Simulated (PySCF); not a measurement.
C2H4FNOSi. Atoms are numbered in the order given.

```xyz
10

O      2.8829    -1.1996    -0.4389
C      1.9491    -0.5575    -0.1437
N      0.9975     0.1004     0.1720
Si    -0.4176     1.0312     0.4810
C     -1.9454    -0.0841     0.3447
F     -2.0718    -0.5481    -0.9588
H     -0.3451     1.5842     1.8615
H     -0.5038     2.1268    -0.5185
H     -1.8677    -0.9474     1.0308
H     -2.8586     0.4759     0.6219
```
Charge 0, spin multiplicity 1.

Geometry: B3LYP-D3(BJ)/def2-SVP. This is a generated structure with no PubChem entry under its InChIKey; it may be hypothetical. One conformer was computed; it need not be the lowest.

Calculation: PBE/def2-TZVP (PySCF).

The molecule is in vacuum.

Computed frontier levels, gap, dipole moment and polarisability:
```json
{
  "highest_occupied_level": "-7.07 eV",
  "lowest_empty_level": "-0.72 eV",
  "orbital_gap": "6.34 eV",
  "dipole_moment": "2.86 D",
  "quadrupole, principal values (traceless, Buckingham form, about the centre of nuclear charge)": "-5.60, -0.03, 5.63 D·Å",
  "mean_static_polarisability": "61.0 bohr³ (9.03 Å³)",
  "polarisability_principal_values": "47.0, 52.0, 83.9 bohr³"
}
```
